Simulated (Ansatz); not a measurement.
Geometry optimisation, RKS r2SCAN-D4/6-31G in Ansatz.

input.yaml

```yaml
crystal:
  periodic: [false, false, false]
  atoms:
    - { symbol: B, position_ang: [-0.0529, -2.1874, -0.2789] }
    - { symbol: C, position_ang: [0.1871, -0.6433, 0.0645] }
    - { symbol: C, position_ang: [1.2224, -0.3429, 0.8073] }
    - { symbol: "N", position_ang: [-0.6252, 0.3871, -0.438] }
    - { symbol: C, position_ang: [-0.5308, 1.7968, -0.1894] }
    - { symbol: F, position_ang: [-1.5461, 2.5327, -0.7884] }
    - { symbol: H, position_ang: [0.6327, -3.0029, 0.1047] }
    - { symbol: H, position_ang: [-0.9973, -2.407, -0.9631] }
    - { symbol: H, position_ang: [1.50182, 0.70162, 1.08346] }
    - { symbol: H, position_ang: [1.93759, -1.07347, 1.21053] }
    - { symbol: H, position_ang: [-1.5245, 0.0834, -0.9991] }
    - { symbol: H, position_ang: [-0.5566, 2.0012, 0.9383] }
    - { symbol: H, position_ang: [0.3937, 2.1762, -0.5899] }
basis:
  gaussian: { orbitals: "6-31G" }
hamiltonian:
  xc: r2scan
  dispersion: d4
relax:
  f_tol: 0.015
  max_steps: 40
```

Run as:

```bash
$ ansatz run input.yaml --threads 1 --pin off --max-ram 2048MiB --backend cpu --events-out ev --progress --plain --runs-dir out
```

Problem. Where does it end, and by what steps?

Solution. The forces met the threshold. Limits of this set-up: no polarisation functions. After 6 steps the energy has fallen by 0.630 eV; B1 moved furthest, 0.11 Å.

| step | energy less start (eV) | largest force component (eV/Å) | accepted |
| --- | --- | --- | --- |
| 0 | 0.0000 | 3.960 | yes |
| 1 | -0.5659 | 1.018 | yes |
| 2 | -0.6117 | 0.415 | yes |
| 3 | -0.6281 | 0.154 | yes |
| 4 | -0.6298 | 0.035 | yes |
| 5 | -0.6299 | 0.037 | yes |
| 6 | -0.6301 | 0.007 | yes |

```xyz
13
Properties=species:S:1:pos:R:3
B -0.095 -2.090 -0.295
C 0.185 -0.615 0.053
C 1.274 -0.301 0.828
N -0.683 0.353 -0.434
C -0.511 1.753 -0.163
F -1.580 2.437 -0.816
H 0.636 -2.941 0.115
H -1.039 -2.390 -0.973
H 1.546 0.712 1.119
H 1.918 -1.097 1.182
H -1.477 0.091 -0.999
H -0.571 1.973 0.914
H 0.439 2.136 -0.568
```

Whether the end is a true minimum wasn't checked by a vibrational analysis.

Time of the run: 93 s on 1 thread of Intel(R) Xeon(R) Processor @ 2.50GHz (Skylake/Cascade Lake) (shared host), peak memory 0.2 GiB.
